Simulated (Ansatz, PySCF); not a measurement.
Input for Ansatz (a quantum-chemistry and plane-wave program):
Ansatz 0.2 input:
```yaml
crystal:
  periodic: [false, false, false]
  atoms:
    - {symbol: Ga, position_ang: [-0.00000000, -0.00000000, -0.40479707]}
    - {symbol: F, position_ang: [0.00000000, 0.00000000, 1.39430103]}
basis:
  gaussian:
    orbitals: 6-311G__.json
hamiltonian:
  xc: blyp
accuracy: high
```
The basis file holds 6-311G** in the JSON format of the Basis Set Exchange.

**Question.** Convert this to an input for PySCF.

**Answer.** One answer among several that fit: 
```python
from pyscf import gto, scf, dft

mol = gto.Mole()
mol.atom = '''
    Ga   -0.000000   -0.000000   -0.404797
    F     0.000000    0.000000    1.394301
'''
mol.basis = '6-311g**'
mol.charge = 0
mol.spin = 0
mol.verbose = 4
mol.build()

mf = dft.RKS(mol)
mf.xc = 'blyp'
mf.grids.atom_grid = (99, 590)
mf.grids.prune = None
mf.kernel()
```

Both were run: Ansatz gave -2024.821239 Eh and PySCF -2024.821239 Eh, 0.000 mEh apart.
